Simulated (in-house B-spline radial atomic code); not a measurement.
Computed with a B-spline radial atomic code. Model: two electrons, singlet ground state, non-relativistic, full CI in B-splines with partial waves to l = 8 (at full coupling up to 3e-4 hartree above the limit, correlation up to 0.6 % small), density held at that of full coupling by Lieb maximisation.

Along the adiabatic connection the electron repulsion is scaled by a coupling λ while a local potential keeps the density fixed. At λ = 0 the system is the Kohn-Sham one and W equals the exchange energy; the exchange-correlation energy is the area under W between 0 and 1. The kinetic energy rises with λ as the electrons avoid each other, with dT/dλ = −λ dW/dλ.

Command:
```bash
python run_ac.py task.json out
```
Settings (lengths in bohr, energies in hartree):
```
potential              yukawa
strength               1.46
lmax                   8
second                 0.168
```

Cost of the run: 45 s on 1 thread of Intel(R) Xeon(R) Processor @ 2.30GHz, with other jobs on the host.

**W = mean repulsion less Hartree energy, and W of three functionals.**

Given: confinement screened point charge; nuclear charge 1.46; screening of the nucleus 0.168 1/bohr; external potential -Z exp(-k r)/r.

Computed: PBE exchange minus exact 0.25773 millihartree; SCAN exchange minus exact -7.5205 millihartree.

```tsv
coupling	W xc (hartree)	W xc minus exchange (millihartree)	kinetic minus Kohn-Sham (millihartree)	LDA (PW92) W minus its exchange (millihartree)	PBE W minus its exchange (millihartree)	SCAN W minus its exchange (millihartree)
0	-0.66417	0	0	0	0	0
0.02	-0.66621	-2.033	0.02	-10.78	-1.64	-1.79
0.05	-0.6692	-5.029	0.12	-21.64	-4.13	-4.39
0.12	?	?	?	?	?	?
0.25	?	?	?	?	?	?
0.4	-0.69991	-35.74	6.82	-88.17	-31.79	-30.19
0.6	-0.71453	-50.354	14.1	-111.57	-45.64	-42.36
0.8	-0.72744	-63.265	23.11	-130.57	-58.14	-53.2
1	-0.73891	-74.736	33.41	-146.62	-69.48	-62.94
1.4	-0.75836	-94.191	56.62	-172.76	-89.22	-79.83
2	-0.78106	-116.89	94.87	-202.5	-113.29	-100.31
3	-0.8078	-143.63	160.83	-237.82	-143.57	-125.83
4.5	-0.83357	-169.4	255.94	-273.39	-175.42	-152.05
```

(1) What belongs in the row 0.12?

(2) What belongs in the row 0.25?

(3) What is the LDA exchange minus exact?

**Energy parts, natural occupations and partial-wave weights.**

Computed: total energy -0.9342 hartree; correlation energy -0.041325 hartree; kinetic part of the DFT correlation energy 0.033411 hartree; kinetic part over minus potential part 0.44706; Hartree energy 1.3283 hartree; Kohn-Sham kinetic 1.2891 hartree; Lieb Oxford ratio E_xc over LDA exchange 1.2242.

| natural | occupation of the shell (electrons) |
| --- | --- |
| s | 1.9626 |
| s | 0.022139 |
| p | 0.013848 |
| d | ? |
| p | 0.00040001 |
| s | 0.00026682 |

(4) What belongs in the row d?

| wave | weight |
| --- | --- |
| s | 0.99253 |
| p | ? |
| d | 0.0002761 |
| f | 3.5806e-05 |
| g | 7.9855e-06 |

(5) What belongs in the row p?

(6) What is the exchange energy?

(7) What is the initial slope twice GL2?

## Answers

(1) W xc (hartree): -0.67595; W xc minus exchange (millihartree): -11.776; kinetic minus Kohn-Sham (millihartree): 0.7; LDA (PW92) W minus its exchange (millihartree): -40.48; PBE W minus its exchange (millihartree): -9.95; SCAN W minus its exchange (millihartree): -10.15.

(2) W xc (hartree): -0.68764; W xc minus exchange (millihartree): -23.466; kinetic minus Kohn-Sham (millihartree): 2.85; LDA (PW92) W minus its exchange (millihartree): -65.92; PBE W minus its exchange (millihartree): -20.43; SCAN W minus its exchange (millihartree): -19.96.

(3) 87.888 millihartree.

(4) occupation of the shell (electrons): 0.00049514.

(5) weight: 0.0071417.

(6) -0.66417 hartree.

(7) -0.10239 hartree.

Half-way to full coupling W has made 58 % of its drop, against 50 % for a straight line, and second-order (GL2) theory, half the initial slope, overshoots the correlation energy by about 24 %: a moderate bend, as in light atoms. Over couplings 0 to 1 the errors in E_xc come to about +36 millihartree for LDA, +4.1 millihartree for PBE, -1.1 millihartree for SCAN, so SCAN is nearest. In LDA and SCAN the errors of exchange and correlation have opposite signs, so the sum is smaller than the larger of the two.
